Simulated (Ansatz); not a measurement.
`C[SiH2]CC=O` + HBr → `O=CCBr` + `C[SiH3]` at 500 K and 1 bar (substitution at a C–Si bond).

Computed with Ansatz on PBE0-D4/def2-TZVP structures; ΔE is electronic, products minus reactants. CCSD(T)/CBS adds triple-zeta CCSD(T) − MP2 to the extrapolated MP2 energy (def2 sets, frozen cores). This one scheme is used for every species. For Br outer-core shells are correlated without core-valence functions, which leaves a few kJ/mol of doubt a bond. Scalar relativity is left out up to krypton. One conformer a species, not always the lowest.

| species | CCSD(T)/CBS energy (Eh) | H − E (kJ/mol) | S (J/(mol·K)) |
| --- | --- | --- | --- |
| `C[SiH2]CC=O` | -483.22373 | 312.8 | 431.0 |
| HBr | -2573.91920 | 30.5 | 213.7 |
| `O=CCBr` | -2726.38076 | 154.0 | 347.8 |
| `C[SiH3]` | -330.73916 | 189.7 | 296.8 |

H − E and S are ideal-gas, rigid-rotor, harmonic terms from PBE0-D4/def2-TZVP, for one conformer and one mirror image of each species. 1 Eh = 2625.50 kJ/mol, R = 8.31446 J/(mol·K).

By hand: ΔE, ΔH, ΔS and ΔG.

ΔE = (-2726.38076) + (-330.73916) − (-483.22373) − (-2573.91920) = 0.02301 Eh = 60.4 kJ/mol. Δ(H − E) = 154.0 + 189.7 − 312.8 − 30.5 = 0.4, so ΔH = 60.8 kJ/mol. ΔS = 347.8 + 296.8 − 431.0 − 213.7 = -0.1 J/(mol·K). ΔG = 60.8 − 500 × (-0.1)/1000 = 60.8 kJ/mol.

By hand: the equilibrium constant, and the temperature at which ΔG would vanish if ΔH and ΔS stayed fixed.

log₁₀ K = −ΔG/(RT ln 10) = -6.4. ΔH and −TΔS have one sign here, so there is no such temperature. One of them is within its doubt of zero, so this could turn.

The number of gas molecules stays the same, so ΔS is small and ΔH decides. A doubt of 5 kJ/mol in ΔE shifts log₁₀ K by 0.5 here. Other conformers and mirror images would add mixing entropy, several J/(mol·K) or more a flexible species. Modes under 60 cm⁻¹, often nearly free rotors, make the harmonic entropy too high. These are equilibria of isolated gas molecules and say nothing of rates. Largest T1 diagnostic: 0.013 (customary marks: 0.02 for closed shells, 0.045 for open ones).
